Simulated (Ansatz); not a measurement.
Consider the redistribution: `N[SiH2][NH][AlH][F]` + `F[SiH2]S[SiH3]` → `N[SiH2]S[SiH2]F` + `[F][AlH][NH][SiH3]`.

Computed with Ansatz on PBE0-D4/def2-TZVP structures; ΔE is electronic, products minus reactants. CCSD(T)/CBS adds triple-zeta CCSD(T) − MP2 to the extrapolated MP2 energy (def2 sets, frozen cores). This one scheme is used for every species. Functionals use def2-TZVPP. B3LYP here is the variant with VWN-RPA as its local correlation; programs differ in this. Each species was taken in one conformer, which may not be the lowest.

(1) Is it downhill or uphill in electronic energy at CCSD(T)/CBS, and by how much? (An estimate is asked.)

(2) What do these levels give: r2SCAN-D4, ωB97M-V, B2PLYP, PBE0, B3LYP, MP2/def2-TZVPP? (Best estimate.)

Largest T1 diagnostic among the species: 0.012.

Answers

(1) Ansatz gave: Nearly level: ΔE = +1.7 kJ/mol.

(2) Ansatz gave: r2SCAN-D4 0.8, ωB97M-V 1.2, B2PLYP 1.8, PBE0 1.2, B3LYP 2.0, MP2/def2-TZVPP 1.0 kJ/mol.
